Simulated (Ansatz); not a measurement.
C$_{3}$H$_{11}$BSe. The species carries charge 0 and has multiplicity 1. The bonds changed during the relaxation, so this is another structure than the one it started from.

```xyz
16

C     1.384    0.075    0.723
B     0.073   -0.454    0.027
C    -1.142   -0.919    0.917
C     0.116   -0.862   -1.495
Se   -1.112    2.305   -0.526
H     1.208    0.629    1.649
H     1.968   -0.813    1.007
H     2.031    0.666    0.070
H    -2.097   -0.950    0.387
H    -1.264   -0.348    1.842
H    -0.930   -1.954    1.225
H     0.792   -0.255   -2.102
H     0.510   -1.889   -1.535
H    -0.865   -0.894   -1.976
H    -0.822    2.808    0.822
H     0.150    2.853   -1.036
```

Q: What are the harmonic wavenumbers in cm⁻¹ at PBE0-D4/def2-TZVP (Ansatz, finite differences of forces, unscaled)? (Best estimate.)

A: The calculation gave: 40, 41, 75, 93, 109, 155, 156, 182, 201, 317, 318, 335, 672, 675, 684, 810, 883, 884, 965, 1059, 1175, 1175, 1318, 1325, 1326, 1429, 1451, 1452, 1458, 1458, 1485, 2456, 2469, 3011, 3012, 3017, 3084, 3084, 3089, 3122, 3125, 3125.

Q: Is this a minimum?

A: Yes, all 42 modes are real.

Q: Give the ideal-gas thermochemistry at 298.15 K and 1 bar (rigid rotor, harmonic oscillator; point group Cs, symmetry number 1).

A: Zero-point energy 336.7 kJ/mol; H(298) − E = 368.4 kJ/mol; entropy 443.1 J/(mol·K), of which translation 170.2, rotation 118.8, vibration 154.1; G(298) − E = 236.3 kJ/mol. Modes under 100 cm⁻¹ are hindered rotations or soft bends, so the harmonic entropy is rough.
